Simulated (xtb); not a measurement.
CH₆AlOSi (SMILES [CH3][Al+][O][SiH3]), charge +1, singlet, from a rough starting geometry (GFN-xTB shapes and energies of metal compounds can be far from the true ones); GFN2-xTB (xtb).

Here is a job for xtb.
```
$ xtb mol.xyz --gfn 2 --chrg 1 --opt vtight --json

# file mol.xyz
10

Al    -0.26564356     0.19736044     0.68232258
C     -1.48821552     1.16171808     1.87160949
H     -2.31354145     0.48884394     2.10301160
H     -1.88044666     2.02537302     1.19888502
H     -1.02440202     1.60634865     2.65903419
O      0.57137565    -0.67266497    -0.46061829
Si     1.54066380    -1.18698118    -1.80578410
H      0.48364424    -1.14803338    -2.87394726
H      2.02293714    -2.38650068    -1.42599177
H      2.41183873    -0.01505938    -1.92699327
```

What the program printed (banner, timings and long lists left out):

```
   ID    Z sym.   atoms
    1   13 Al     1
    2    6 C      2
    3    1 H      3-5, 8-10
    4    8 O      6
    5   14 Si     7

           -------------------------------------------------
          |                Calculation Setup                |
           -------------------------------------------------

           -------------------------------------------------
          |                 G F N 2 - x T B                 |
           -------------------------------------------------

          ...................................................
          :                      SETUP                      :
          :.................................................:
          :  # basis functions                  34          :
          :  # atomic orbitals                  32          :
          :  # shells                           16          :
          :  # electrons                        22          :
          :  max. iterations                   250          :
          :  Hamiltonian                  GFN2-xTB          :
          :  restarted?                      false          :
          :  GBSA solvation                  false          :
          :  PC potential                    false          :
          :  electronic temp.          300.0000000     K    :
          :  accuracy                    1.0000000          :
          :  -> integral cutoff          0.2500000E+02      :
          :  -> integral neglect         0.1000000E-07      :
          :  -> SCF convergence          0.1000000E-05 Eh   :
          :  -> wf. convergence          0.1000000E-03 e    :
          :  Broyden damping             0.4000000          :
          :  net charge                          1          :
          :  unpaired electrons                  0          :
          ...................................................

 iter      E             dE          RMSdq      gap      omega  full diag
   1    -11.7439142 -0.117439E+02  0.179E+01    3.28       0.0  T
   2    -11.8289865 -0.850723E-01  0.124E+01    2.20       1.0  T
   3    -11.6894776  0.139509E+00  0.446E+00    1.63       1.0  T
   4    -11.8091382 -0.119661E+00  0.309E+00    1.58       1.0  T
   5    -11.8439494 -0.348113E-01  0.101E+00    1.54       1.0  T
   6    -11.8442425 -0.293049E-03  0.449E-01    1.82       1.0  T
   7    -11.8444065 -0.163977E-03  0.143E-01    1.82       1.0  T
   8    -11.8444396 -0.331520E-04  0.703E-02    1.85       1.0  T
[...]
 * total energy  :   -11.7327026 Eh     change       -0.9921425E-05 Eh
 * total energy  :   -11.7326972 Eh     change        0.5323897E-05 Eh
 * total energy  :   -11.7330775 Eh     change       -0.3803047E-03 Eh
 * total energy  :   -11.7334262 Eh     change       -0.3486141E-03 Eh
 * total energy  :   -11.7335831 Eh     change       -0.1569807E-03 Eh
 * total energy  :   -11.7336993 Eh     change       -0.1161394E-03 Eh
 * total energy  :   -11.7337626 Eh     change       -0.6329987E-04 Eh
 * total energy  :   -11.7337778 Eh     change       -0.1524678E-04 Eh
 * total energy  :   -11.7337906 Eh     change       -0.1280743E-04 Eh
 * total energy  :   -11.7337934 Eh     change       -0.2742715E-05 Eh
 * total energy  :   -11.7337937 Eh     change       -0.3561189E-06 Eh
 * total energy  :   -11.7337938 Eh     change       -0.9441681E-07 Eh
   *** GEOMETRY OPTIMIZATION CONVERGED AFTER 31 ITERATIONS ***
         :: total energy             -11.733793826002 Eh    ::
[...]
     4   1 H        0.924     0.177     1.221     1.728
     5   1 H        0.924     0.174     1.242     1.743
     6   8 O        1.498    -0.379    20.574     6.116
     7  14 Si       3.558     0.558    97.422    19.001
     8   1 H        0.919    -0.008     3.208     2.801
     9   1 H        0.919    -0.008     3.196     2.796
    10   1 H        0.919    -0.010     3.233     2.812

 Mol. C6AA /au·bohr⁶  :       1664.766986
 Mol. C8AA /au·bohr⁸  :      83273.235996
 Mol. α(0) /au        :         79.328747

Wiberg/Mayer (AO) data.
largest (>0.10) Wiberg bond orders for each atom

 ---------------------------------------------------------------------------
     #   Z sym  total        # sym  WBO       # sym  WBO       # sym  WBO
 ---------------------------------------------------------------------------
     1  13 Al   3.341 --     6 O    1.691     2 C    1.273
     2   6 C    3.964 --     1 Al   1.273     5 H    0.874     4 H    0.873
                             3 H    0.873
     3   1 H    0.966 --     2 C    0.873
     4   1 H    0.966 --     2 C    0.873
     5   1 H    0.967 --     2 C    0.874
     6   8 O    2.509 --     1 Al   1.691     7 Si   0.659
     7  14 Si   3.435 --     9 H    0.894     8 H    0.894    10 H    0.894
                             6 O    0.659
     8   1 H    0.998 --     7 Si   0.894
     9   1 H    0.998 --     7 Si   0.894
    10   1 H    0.998 --     7 Si   0.894
 ---------------------------------------------------------------------------

Topologies differ in total number of bonds
Writing topology from bond orders to xtbtopo.mol

molecular dipole:
                 x           y           z       tot (Debye)
 q only:       -0.452       0.336       0.495
   full:       -0.728       0.511       0.786       3.018
molecular quadrupole (traceless):
                xx          xy          yy          xz          yz          zz
 q only:        0.899      -9.567      -5.512     -15.048      10.797       4.613
  q+dip:        0.818      -8.793      -4.930     -13.674       9.880       4.112
   full:        0.731      -7.036      -4.122     -11.141       7.911       3.391

optimized geometry written to: xtbopt.xyz

           -------------------------------------------------
          | TOTAL ENERGY              -11.733793826002 Eh   |
          | GRADIENT NORM               0.002045483812 Eh/α |
          | HOMO-LUMO GAP               2.178189418945 eV   |
           -------------------------------------------------
```
